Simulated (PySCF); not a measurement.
Isomers of C2H6N2. All species are isolated molecules in the gas phase. One relaxed conformer stands for each flexible species; it need not be the lowest. Strings in code marks are SMILES.

Quantity: electronic energy of isomers of C2H6N2 relative to `[H]/N=C(/C)N`, in kcal/mol.

Case: `C=C(N)N`. Geometry of `C=C(N)N` (neutral, multiplicity 1, Å):

```xyz
10

C     -1.1815    -0.5930     0.2573
C     -0.0050    -0.0025     0.0011
N      1.1924    -0.3146     0.6499
N      0.1820     1.0045    -0.9492
H     -2.1000    -0.2093    -0.1613
H     -1.2400    -1.4672     0.8887
H      1.9751    -0.4210     0.0184
H      1.1166    -1.0926     1.2869
H      0.7338     1.7805    -0.6083
H     -0.6734     1.3152    -1.3833
```

### Question
What is the computed electronic energy of isomers of C2H6N2 relative to `[H]/N=C(/C)N` (PBE-D3(BJ)/def2-TZVP // B3LYP-D3(BJ)/def2-TZVP (PySCF))?

### Answer
8.43 kcal/mol.
